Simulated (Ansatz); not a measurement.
# Worked example: AlH(CH3)(SH) + C3H9BS → Al(CH3)(SH)2 + C3H9B

Species: AlH(CH3)(SH), singlet; C3H9BS `CC(C)BS`, singlet; Al(CH3)(SH)2, singlet; C3H9B `BC(C)C`, singlet. The partners trade H for SH: Al–H and B–SH bonds give way to Al–SH and B–H.

Shapes, held fixed at every level: PBE0-D4/def2-TZVP. Flexible molecules stand in one conformer, not always the lowest. Programs: Ansatz 0.2.0. Electronic energies: no zero-point or thermal term.

At CCSD(T)/CBS estimate; 1 Eh = 2625.50 kJ/mol:

| species | energy (Eh) |
| --- | --- |
| AlH(CH3)(SH) | -680.896938 |
| C3H9BS | -542.178474 |
| Al(CH3)(SH)2 | -1078.731968 |
| C3H9B | -144.349431 |

Problem. Work out ΔE of the reaction at this level.

Solution. 
1. Products less reactants: (-1078.731968) + (-144.349431) − [(-680.896938) + (-542.178474)] = -0.005987 Eh = -15.7 kJ/mol.

Other levels give -14.9 (wB97M-V/def2-TZVPP) to -6.7 kJ/mol (PBE-D4/def2-TZVPP). No measured value is set beside it here. The CBS estimate extrapolates MP2 from def2-TZVPP and def2-QZVPP and adds CCSD(T) − MP2 in the triple-zeta set, cores frozen.
